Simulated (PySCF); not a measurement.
Cd(H)(NH2) (CdH3N), SMILES [NH2][CdH].

The structure is a stationary point at B3LYP-D3(BJ)/def2-TZVP. The def2 effective core potentials stand for the cores of Cd; spin–orbit coupling is left out.

Two levels are set side by side: PBE/def2-TZVPD (PySCF) and ωB97X/def2-TZVPD (PySCF). Same geometry, gas phase. Differences are taken from unrounded values.

```json
[
 {"quantity": "orbital gap (eV)", "ωB97X": "10.33", "PBE": "4.25", "PBE minus ωB97X": "-6.09"},
 {"quantity": "highest occupied level (eV)", "ωB97X": "-9.12", "PBE": "-5.40", "PBE minus ωB97X": "3.72"},
 {"quantity": "lowest empty level (eV)", "ωB97X": "1.22", "PBE": "-1.15", "PBE minus ωB97X": "-2.37"},
 {"quantity": "dipole moment (D)", "ωB97X": "1.06", "PBE": "0.91", "PBE minus ωB97X": "-0.16"},
 {"quantity": "mean polarisability (bohr³)", "ωB97X": "42.7", "PBE": "46.0", "PBE minus ωB97X": "3.3"}
]
```

Without exact exchange PBE keeps part of each electron's self-repulsion, which lifts occupied levels and narrows the gap. PBE's more diffuse valence density responds more strongly to a field. Differences between two approximate levels are no errors against the true value.

Rough cost on one machine, each run with all the roots and properties that it gave: ωB97X against PBE within a factor of 2.
